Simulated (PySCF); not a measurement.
C₃H₉Si, SMILES C[Si](C)C (connectivity only; charge and spin as stated), charge +1, multiplicity 1.

Geometry optimised at ωB97X-D3(BJ)/def2-SVP. The spin state was assumed, not searched. The isomer is the one that the SMILES or the coordinates give; other isomers of the formula were not compared.

Computed with PySCF 2.14.0 with TDA-PBE0/def2-SVPD.

Vertical excitations. 

| state | energy (eV) | λ (nm) | f | main pairs |
|---|---|---|---|---|
| S1 | 5.63 | 220 | 0.000 | HOMO→LUMO 99 % |
| S2 | 5.63 | 220 | 0.000 | HOMO−1→LUMO 99 % |
| S3 | 7.35 | 169 | 0.004 | HOMO−2→LUMO 100 % |
| S4 | 7.88 | 157 | 0.093 | HOMO−3→LUMO 95 % |
| S5 | 7.88 | 157 | 0.093 | HOMO−4→LUMO 95 % |
| S6 | 8.14 | 152 | 0.000 | HOMO−6→LUMO 99 % |
| S7 | 8.14 | 152 | 0.000 | HOMO−7→LUMO 99 % |
| S8 | 8.59 | 144 | 0.000 | HOMO−5→LUMO 96 % |
| S9 | 8.88 | 140 | 0.197 | HOMO→LUMO+1 94 % |
| S10 | 8.88 | 140 | 0.197 | HOMO−1→LUMO+1 94 % |
| T1 | 5.15 | 241 | 0 | HOMO→LUMO 96 % |
| T2 | 5.15 | 241 | 0 | HOMO−1→LUMO 96 % |
| T3 | 7.19 | 172 | 0 | HOMO−2→LUMO 99 % |
| T4 | 7.20 | 172 | 0 | HOMO−3→LUMO 97 % |
Triplets are in the Tamm–Dancoff approximation.
